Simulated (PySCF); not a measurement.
Job file and geometry (Å, from GFN2-xTB) of an NMR shielding run on `InChI=1S/C4H10B2FN/c1-5-8-6-3-2-4(3)7/h3-6,8H,2H2,1H3/t3-,4+/m1/s1`, PySCF 2.14.0, density-fitted response routines, GIAO PBE0/pcSseg-1 NMR shielding, non-relativistic, gas phase; density fitting, a coarse starting grid and PySCF grid level 2 are the driver's defaults:

```
$ OMP_NUM_THREADS=1 python probes_run.py task.json out

{"job": {"kind": "nmr", "xc": "PBE0", "basis": "pcSseg-1"}, "charge": 0, "multiplicity": 1}
C      3.561672     0.099193    -0.500297
B      2.193866    -0.678577    -0.362181
N      0.976749     0.029315    -0.242065
B     -0.332803    -0.479059    -0.122525
C     -1.532670     0.519040    -0.018424
C     -2.791938     0.133624     0.744581
C     -2.833648     0.244166    -0.730817
F     -2.961317    -0.898777    -1.463984
H      3.459347     1.182845    -0.503109
H      4.077563    -0.185934    -1.416118
H      4.236420    -0.164516     0.312834
H      2.163676    -1.848449    -0.351122
H      1.058484     1.039384    -0.253470
H     -0.499803    -1.634981    -0.099725
H     -1.295957     1.579384     0.020577
H     -2.822773    -0.860491     1.161473
H     -3.297824     0.882660     1.334457
H     -3.367803     1.047491    -1.225235
```

Problem. Write the output of this run.

Solution. 
```
coarse grid: 14864 points
cycle   1  E = -362.1924920424  dE =  9.363e-01  |g| = 6.148e-01  |ddm| = 3.576e+00
cycle   2  E = -362.1655273119  dE =  2.696e-02  |g| = 7.608e-01  |ddm| = 1.017e+00
cycle   3  E = -362.2736746915  dE = -1.081e-01  |g| = 8.416e-02  |ddm| = 5.628e-01
cycle   4  E = -362.2749117616  dE = -1.237e-03  |g| = 3.359e-02  |ddm| = 7.889e-02
cycle   5  E = -362.2751530559  dE = -2.413e-04  |g| = 6.483e-03  |ddm| = 2.863e-02
cycle   6  E = -362.2751625356  dE = -9.480e-06  |g| = 2.014e-03  |ddm| = 7.088e-03
final grid: 143568 points
cycle   7  E = -362.3235144073  dE = -5.287e-05  |g| = 9.397e-03  |ddm| = 3.337e-02
cycle   8  E = -362.3235036467  dE =  1.076e-05  |g| = 1.215e-02  |ddm| = 1.700e-02
cycle   9  E = -362.3235353776  dE = -3.173e-05  |g| = 1.189e-03  |ddm| = 9.041e-03
cycle  10  E = -362.3235356125  dE = -2.349e-07  |g| = 2.529e-04  |ddm| = 1.056e-03
cycle  11  E = -362.3235356225  dE = -9.982e-09  |g| = 5.570e-05  |ddm| = 2.049e-04
cycle  12  E = -362.3235356232  dE = -7.262e-10  |g| = 1.445e-05  |ddm| = 5.612e-05
converged SCF energy = -362.3235356232

GIAO shielding tensors (ppm)
atom      isotropic    diamagn.    paramagn.     s11        s22        s33       span
  0 C      176.337     252.636     -76.299    160.854    175.999    192.158     31.304
  1 B       46.819     192.564    -145.744     -6.290     35.152    111.596    117.885
  2 N       74.343     323.079    -248.736    -76.821    101.235    198.616    275.437
  3 B       48.732     192.717    -143.985      3.001     35.331    107.864    104.863
  4 C      167.152     250.111     -82.959    124.481    161.109    215.865     91.383
  5 C      171.361     253.997     -82.636    145.924    166.267    201.893     55.969
  6 C      108.456     245.767    -137.312     51.639     83.963    189.765    138.126
  7 F      405.902     472.590     -66.689    362.240    400.286    455.180     92.940
  8 H       31.441      31.697      -0.256     27.724     30.572     36.028      8.304
  9 H       30.833      27.990       2.843     27.538     28.274     36.689      9.151
 10 H       30.870      28.365       2.504     27.543     28.284     36.782      9.240
 11 H       25.965      31.263      -5.297     23.971     25.690     28.235      4.263
 12 H       24.639      35.089     -10.450     21.541     23.341     29.036      7.495
 13 H       26.339      32.410      -6.071     23.495     25.344     30.179      6.684
 14 H       31.567      33.768      -2.201     25.396     29.614     39.690     14.294
 15 H       30.281      30.897      -0.617     25.267     27.882     37.693     12.426
 16 H       30.780      29.956       0.823     25.281     26.844     40.214     14.932
 17 H       26.772      29.882      -3.111     21.696     26.429     32.189     10.493
```

Size and cost of the density-fitted run: 186 basis functions, 24 s wall time on 1 thread of an Arm Neoverse V1, shared host; peak memory 0.82 GiB.
